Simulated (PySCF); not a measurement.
Species: C7H8NO (doublet state).
Z-matrix (Å and degrees, GFN2-xTB geometry), rows numbered from 1:
```
O 
C   1  1.2049
N   2  1.3575  1  125.18
C   3  1.3979  2  123.15  1    -3.81
C   4  1.5578  3  130.46  2   -49.60
C   5  1.4604  4   88.90  3  -123.06
C   6  1.5101  5   90.18  4   -22.69
C   7  1.5422  4   88.27  3  -134.92
C   4  1.4911  3  135.54  2    36.61
H   2  1.1053  1  123.43  3   179.35
H   3  1.0094  2  119.85  1  -175.83
H   5  1.0749  4  128.29  9  -107.02
H   6  1.0729  5  124.87  4   112.63
H   7  1.0842  4  126.15  3    -6.45
H   8  1.0892  7  115.91  4  -138.86
H   8  1.0875  7  113.34  4    91.67
H   9  1.0754  4  127.39  5   109.40
```

The hyperfine couplings belong to this conformer and change with its torsions.

The species is `O=CN[C@]12[C@@H]3[CH][C@H]1C[C@@H]32` [radical].

The calculation used UKS B3LYP, pcH-1 on C H N O, non-relativistic, mean-field spin-orbit, GIAO in PySCF 2.14.0. The structure is a single GFN2-xTB conformer in the gas phase; no vibrational or solvent corrections. A GFN2-xTB geometry isn't a minimum of the functional, and hyperfine couplings can be far from their values at a DFT geometry. No stability test was run, so a lower SCF solution isn't excluded.

Principal values of hyperfine tensors in MHz (contact and dipolar terms together), for some of the nuclei:

```
atom  isotope      A1      A2      A3
  C6      13C   75.92   76.97  294.25
  C4      13C  118.29  120.22  157.96
 H13       1H  -68.33  -34.71    1.65
  C9      13C   26.71   28.69   38.43
  C5      13C  -23.41  -20.51   -9.90
  C7      13C  -19.53  -18.66  -12.36
  N3      14N    3.68    4.28    6.86
 H17       1H    0.95    2.45    8.14
```

Task: Give the isotropic coupling of each nucleus in MHz and in mT (g = 2.0025), and the anisotropic part.

Result: a_iso is a third of the trace, T = A − a_iso, and a(mT) = a(MHz)/(g × 13.996).

```
atom  a_iso (MHz)  a_iso (mT)      T1      T2      T3
  C6       149.05       5.318  -73.13  -72.07  145.20
  C4       132.16       4.715  -13.87  -11.94   25.81
 H13       -33.80      -1.206  -34.53   -0.91   35.45
  C9        31.28       1.116   -4.56   -2.59    7.15
  C5       -17.94      -0.640   -5.47   -2.57    8.04
  C7       -16.85      -0.601   -2.68   -1.81    4.49
  N3         4.94       0.176   -1.26   -0.66    1.92
 H17         3.85       0.137   -2.90   -1.39    4.29
```

Task: What spin density at the nucleus of C4 lies behind its contact coupling (g_N = 1.40482)?

Result: a_FC = (2μ0/3) gₑ μB g_N μN ρ(0)/(2S·h) = 800.24 MHz × g_N × ρ(0)/(2S), with ρ in bohr⁻³. With a_FC = 132.16 MHz and 2S = 1, ρ(0) = 0.1176 bohr⁻³.

Task: C8 (13C, g_N = 1.40482) isn't in the table. Its spin density at the nucleus is 0.01163 bohr⁻³. What is its contact coupling?

Result: By the same relation, a_FC = 13.07 MHz. Its full tensor has the principal values 9.95, 11.55, 17.72 MHz.

Task: Name the largest traceless tensor T of the table and describe it.

Result: C6: -73.1, -72.1, 145.2 MHz, axial, in the ratio −1:−1:+2, the form that spin in one p orbital centred on that nucleus gives.

Task: In a single crystal, with the field along each principal axis of the tensor of H13 in turn, what first-order splitting does this nucleus give (isotropic g, quadrupole terms neglected)?

Result: 2 lines (I = 1/2), spaced by |A_i|/(g × 13.996): 2.44, 1.24, 0.06 mT along the axes of A1, A2 and A3.
